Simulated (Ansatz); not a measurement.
Consider the ligand exchange at a Zr–Se bond: `[OH][Zr]([OH])([F])[SeH]` + H–F → `[OH][Zr]([OH])([F])[F]` + H₂Se.

Program: Ansatz. Geometries: PBE0-D4/def2-TZVP. ΔE: electronic, gas phase. CCSD(T)/CBS is the MP2 limit (def2-TZVPP, def2-QZVPP) plus CCSD(T) − MP2 in def2-TZVPP, frozen cores. This one scheme is used for every species. Functionals use def2-TZVPP. B3LYP here is the variant with VWN-RPA as its local correlation; programs differ in this. Elements past krypton have def2 core potentials. For Se, Zr outer-core shells are correlated without core-valence functions, which leaves a few kJ/mol of doubt a bond. Scalar relativity is left out up to krypton. One conformer a species, not always the lowest.

Question: Is it downhill or uphill in electronic energy at CCSD(T)/CBS, and by how much? (Best estimate.)

Answer: Ansatz gave: Downhill: ΔE = -68.3 kJ/mol.

Question: What do these levels give: B97M-V, B3LYP-D4, BLYP, r2SCANh, SCS-MP2/def2-QZVPP, MP2/CBS(def2)? (An estimate is asked.)

Answer: Ansatz gave: B97M-V -87.6, B3LYP-D4 -81.2, BLYP -93.5, r2SCANh -78.9, SCS-MP2/def2-QZVPP -72.4, MP2/CBS(def2) -61.6 kJ/mol.

Question: What do rigid-rotor, harmonic-oscillator terms from PBE0-D4/def2-TZVP frequencies (298.15 K, 1 bar) make of the CCSD(T)/CBS value? (Estimate.)

Answer: Ansatz gave: ΔZPE = -4.3 kJ/mol, ΔH = -75.0 kJ/mol, ΔS = -1 J/(mol·K), ΔG = -74.6 kJ/mol.

Largest T1 diagnostic among the species: 0.017.

From PBE to PBE0 (25 % exact exchange), in def2-TZVPP and without D4, ΔE moves by +5.1 kJ/mol. At CCSD(T), def2-SVP lies −27.6 kJ/mol from the extrapolated value and def2-TZVPP −1.6 kJ/mol. Leaving LDA and LC-ωPBE aside and taking each functional with its dispersion term where it has one, the values, not all of them listed here, spread over 21.5 kJ/mol, from CAM-B3LYP-D4 to PBE-QIDH. LDA lies +4.9 kJ/mol from PBE without D4.
